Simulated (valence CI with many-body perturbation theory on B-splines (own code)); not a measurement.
**Forbidden lines of Xe2+**

Method: relativistic CI+MBPT: six valence electrons over a frozen Dirac-Fock core [Kr] 4d10, radial functions for each j: 9 s, 9 p, 8 d, 6 f, 3 g, 1 h, with the one-electron correlation potential Σ1, the two-electron term Σ2, the three-electron term Σ3, Breit, model QED; selected CI, second order for the rest, scaled by the run's own slope (own B-spline code, finite nucleus).

Against 29 measured levels this calculation errs by 195 cm⁻¹ on average and by 442 at most. These come from a selection out of Saloman, J. Phys. Chem. Ref. Data 33, 765 (2004). Levels without a partner in it may be off by more. Among the levels kept, up to 1200 cm⁻¹ of a level comes from second order outside the variational space, and about a tenth of that is noise between levels of different J, which matters for small intervals.

Lines 1 to 32 of 32 in falling wavelength, among levels below 138267 cm⁻¹, chosen from the decays that carry over 1 % of a level's rate. Wavelengths and rates use the calculated energies, so an error of 200 cm⁻¹ moves a line at 48700 Å by 9.7 % and its rate by three times that or more. Electric multipoles are in the length gauge, E1 and E2 with the static RPA response of the core. Weak lines are less certain than strong ones. Lines between different terms over intervals too small for the method are left out, as are lines whose strength nearly cancels.

Names give the largest LS component (configuration and term), which can be under half, so a name can repeat, a term be missing and a line seem to break the LS rules; names also repeat where a configuration has a term twice. Letters in brackets count levels of one name in rising energy.

```tsv
λ vac (Å)	λ from measured levels	Upper	Lower	Type	A (s⁻¹)	Branch %
48700	50350	5s2 5p3 5d 3G°_5	5s2 5p3 5d 3F°_4 [b]	M1	4.23e-02	1.5
24320	24670	5s2 5p3 5d 3F°_4 [b]	5s2 5p3 5d 3F°_3	M1	3.06e-01	4.4
23010	22920	5s2 5p3 5d 1G°_4	5s2 5p3 5d 3G°_3	M1	3.54e-01	8.4
22440	22840	5s2 5p3 5d 3G°_5	5s2 5p3 5d 3F°_4 [a]	M1	7.49e-01	27.3
15170	15260	5s2 5p3 5d 3F°_4 [a]	5s2 5p3 5d 3D°_3	M1	1.17e+00	8.2
14780	15170	5s2 5p3 5d 1G°_4	5s2 5p3 5d 3F°_3	M1	8.51e-02	2.0
13660	13690	5s2 5p4 1D_2	5s2 5p4 3P_1	M1	6.26e-01	2.9
12240	12300	5s2 5p4 3P_0	5s2 5p4 3P_2	E2	4.27e-02	100.0
10250	10210	5s2 5p4 3P_1	5s2 5p4 3P_2	M1	1.85e+01	99.4
8583	8709	5s2 5p3 5d 1G°_4	5s2 5p3 5d 3D°_3	M1	1.89e-01	4.5
6396	6447	5s2 5p3 5d 3F°_4 [a]	5s2 5p3 5d 5D°_4	M1	1.18e+01	83.0
5855	5848	5s2 5p4 1D_2	5s2 5p4 3P_2	M1	2.09e+01	95.4
5855	5848	5s2 5p4 1D_2	5s2 5p4 3P_2	E2	3.74e-01	1.7
5544	5586	5s2 5p3 5d 3F°_4 [b]	5s2 5p3 5d 5D°_4	M1	3.71e+00	52.8
5544	5586	5s2 5p3 5d 3F°_4 [b]	5s2 5p3 5d 5D°_4	E2	2.17e-01	3.1
5356	5386	5s2 5p3 5d 3F°_4 [b]	5s2 5p3 5d 5D°_3	M1	2.11e+00	30.0
5238	5262	5s2 5p4 1S_0	5s2 5p4 1D_2	E2	7.02e+00	3.4
4977	5028	5s2 5p3 5d 3G°_5	5s2 5p3 5d 5D°_4	M1	1.72e+00	62.5
4977	5028	5s2 5p3 5d 3G°_5	5s2 5p3 5d 5D°_4	E2	9.66e-02	3.5
4832	4892	5s2 5p3 5d 1G°_4	5s2 5p3 5d 5D°_4	M1	1.91e+00	45.2
4689	4738	5s2 5p3 5d 1G°_4	5s2 5p3 5d 5D°_3	M1	1.18e+00	28.0
3786	3801	5s2 5p4 1S_0	5s2 5p4 3P_1	M1	1.95e+02	95.1
3372	3388	5s2 5p3 5d 3F°_4 [a]	5s 5p5 3P°_2	E2	1.56e-01	1.1
3119	3134	5s2 5p3 5d 3F°_4 [b]	5s 5p5 3P°_2	E2	1.96e-01	2.8
2765	2770	5s2 5p4 1S_0	5s2 5p4 3P_2	E2	2.95e+00	1.4
905.2	903.5	5s2 5p3 5d 3F°_4 [a]	5s2 5p4 1D_2	M2	7.35e-01	5.2
893.6	890.7	5s2 5p3 5d 5D°_4	5s2 5p4 3P_2	M2	7.37e-01	97.7
886.0	884.4	5s2 5p3 5d 3F°_4 [b]	5s2 5p4 1D_2	M2	2.79e-01	4.0
865.6	865.0	5s2 5p3 5d 1G°_4	5s2 5p4 1D_2	M2	2.63e-01	6.2
865.6	865.0	5s2 5p3 5d 1G°_4	5s2 5p4 1D_2	E3	7.26e-02	1.7
757.6	756.7	5s2 5p3 5d 3G°_5	5s2 5p4 3P_2	E3	1.10e-01	4.0
754.1	753.5	5s2 5p3 5d 1G°_4	5s2 5p4 3P_2	M2	5.65e-02	1.3
```
